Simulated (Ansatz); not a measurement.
System: SbCl$_{2}$, charge -1, multiplicity 1. SMILES of the parent species: [Cl][Sb][Cl]
Structure (B3LYP-D3(BJ)/def2-TZVP (Ansatz, a first-principles code) minimum search):
```
Sb
Cl 1 2.4877
Cl 1 2.4877 2 98.79
```
Charge -1, spin multiplicity 1.

Parts of the frozen-core correlation energy in def2-TZVPP (Ansatz, hartree). Frozen orbitals: 19; correlated occupied orbitals by spin: 10 and 10; virtual: 105 and 105. Spin-orbit coupling is left out. Past Kr the def2 sets carry scalar-relativistic core potentials.

```json
[
 {"term": "reference (HF)", "value": "-1158.40119"},
 {"term": "MP2 opposite-spin", "value": "-0.36922"},
 {"term": "MP2 same-spin", "value": "-0.12211"},
 {"term": "CCSD correlation", "value": "-0.53269"},
 {"term": "(T)", "value": "-0.02362"},
 {"term": "T1 diagnostic", "value": "0.011"},
 {"term": "largest doubles amplitude", "value": "0.056"}
]
```
